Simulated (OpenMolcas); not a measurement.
**Co3+: effect of the ligand basis**

Co3+ with 6 ligands (chloride) in octahedral coordination (Oh) at 2.37 Å. A charge of +0.5 e stands 3.2 Å behind each ligand.

```yaml
Program: OpenMolcas
Method: CASSCF
Spin-orbit_coupling: RASSI with atomic mean-field integrals over the reference wave functions
```

Fixed: metal basis ANO-RCC-VTZP, active space 6 electrons in 5 orbitals (3d), DKH2 Hamiltonian.

States (labels of O, the rotations of Oh). Energies in cm-1 above the lowest state or level, χT in cm3 K/mol; under a threefold ground state the first gap can be a small split of the lowest multiplet, not the spin-orbit step.

```tsv
Run	Ligand basis	Ground state	First state of that spin	First gap with spin-orbit (degeneracies)	χT at 300 K	First state of another spin	Cost
A	ANO-RCC-VDZP	5T2	5E 7539	268.6 (3, 2)	4.211	3T1 16055	roughly 70 core-seconds
B	ANO-RCC-VTZP	5T2	5E 7441	267.7 (3, 2)	4.219	3T1 16338	roughly 4 core-minutes
```

Against A, the first state of the same spin changes by -1.3 % in B.

Costs are those of the RASSCF and RASSI steps.

An orbital triplet at a regular site is open to Jahn-Teller coupling, which can distort the site and quench the lowest spin-orbit gaps and is left out. Without dynamic correlation the repulsion within the d shell is too large (B by tens of per cent), so at a given field states of lower spin stand too high. CASSCF with metal d orbitals alone favours high spin, so a ground state of lower spin is not ruled out. Ligand-to-metal charge-transfer states are missing. With no ligand orbital active B as a rule stays too high, so bands that hang on it stand too high and its fall with covalency is understated. With metal d orbitals alone and no dynamic correlation the field as a rule comes out too small, by tens of per cent, by up to half for chloride and softer ligands, and with too little covalency χT stands high. No measured value stands beside these numbers; the geometry is a model, was not optimised and need not be the one that this ion takes.
